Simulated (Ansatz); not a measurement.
Reactions of `CB1O[SiH2]1`.

Isolated molecules relaxed with PBE0-D4/def2-TZVP in Ansatz; ΔE leaves out vibrations. CBS: MP2 limit from def2 TZ/QZ plus the TZ coupled-cluster correction, frozen cores. This one scheme is used for every species. DFT in def2-TZVPP. For Ga outer-core shells are correlated without core-valence functions, which leaves a few kJ/mol of doubt a bond. Scalar relativity is left out up to krypton. One conformer a species, not always the lowest.

| reaction | CCSD(T)/CBS(def2) (kJ/mol) |
| --- | --- |
| `CB1O[SiH2]1` → `B[SiH2]C=O` | 284 |
| `CB1O[SiH2]1` + `[CH3][GaH][F]` → `FB1O[SiH2]1` + `[CH3][GaH][CH3]` | ? |
| `CB1O[SiH2]1` + H₂O → `OB1O[SiH2]1` + CH₄ | -109 |
| `CB1O[SiH2]1` + `SBS` → `B1O[SiH2]1` + `CSBS` | ? |
| `CB1O[SiH2]1` + HCl → `ClB1O[SiH2]1` + CH₄ | -74 |
| `CB1O[SiH2]1` + `NBCN` → `CNBCN` + `B1O[SiH2]1` | 89 |

(1) Fill in the missing values. (Best estimate.)

Largest T1 diagnostic: 0.017, for `B1O[SiH2]1`.

## Answers

(1) Computed: `CB1O[SiH2]1` + `[CH3][GaH][F]` → `FB1O[SiH2]1` + `[CH3][GaH][CH3]`: +0.4 kJ/mol; `CB1O[SiH2]1` + `SBS` → `B1O[SiH2]1` + `CSBS`: +65.0 kJ/mol.
